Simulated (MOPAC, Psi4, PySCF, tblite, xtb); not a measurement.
Dimer H4OSi ··· Br2 (SMILES O[SiH3] and BrBr) at R = 3.74 Å between the centres of mass, closest contact 3.10 Å (lowest of the rigid-body minima from ten starts at GFN2-xTB). Geometry in Å and degrees:

```
O
H 1 0.9599
Si 1 1.6525 2 118.64
H 3 1.4758 1 105.84 2 179.93
H 3 1.4841 4 109.87 1 -120.65
H 3 1.4842 4 109.87 5 -118.69
Br 1 3.0952 2 91.75 3 152.99
Br 7 2.3157 1 74.86 2 169.21
```

Levels: GFN2-xTB (tblite); SAPT0/jun-cc-pVDZ, frozen core (Psi4); revPBE/def2-TZVP, counterpoise-corrected (Psi4); revPBE-D3(BJ)/def2-TZVP, counterpoise-corrected (Psi4); PBE/def2-TZVP, counterpoise-corrected (Psi4); PBE-D3(BJ)/def2-TZVP, counterpoise-corrected (Psi4); HF/aug-cc-pVDZ, counterpoise-corrected (Psi4); MP2/aug-cc-pVDZ = Psi4 with DF-MP2/aug-cc-pVDZ, frozen core, counterpoise-corrected; SCS-MP2/aug-cc-pVDZ = Psi4 with DF-SCS-MP2/aug-cc-pVDZ, frozen core, counterpoise-corrected; PM3, restricted, heats of formation (MOPAC); AM1, restricted, heats of formation (MOPAC); GFN1-xTB (xtb); RKS-B3LYP/6-31G* = restricted B3LYP/6-31G*, spherical d, no counterpoise correction (PySCF).

Q: What interaction energy does each level give?

A: 
```tsv
method	E_int / kcal/mol
GFN2-xTB	-3.04
GFN1-xTB	-0.47
PBE-D3(BJ)/def2-TZVP	0.31
revPBE-D3(BJ)/def2-TZVP	0.67
MP2/aug-cc-pVDZ	1.02
SAPT0/jun-cc-pVDZ	1.12
SCS-MP2/aug-cc-pVDZ	1.71
RKS-B3LYP/6-31G*	1.71
PM3	1.76
PBE/def2-TZVP	1.90
AM1	2.04
HF/aug-cc-pVDZ	3.73
revPBE/def2-TZVP	3.97
```
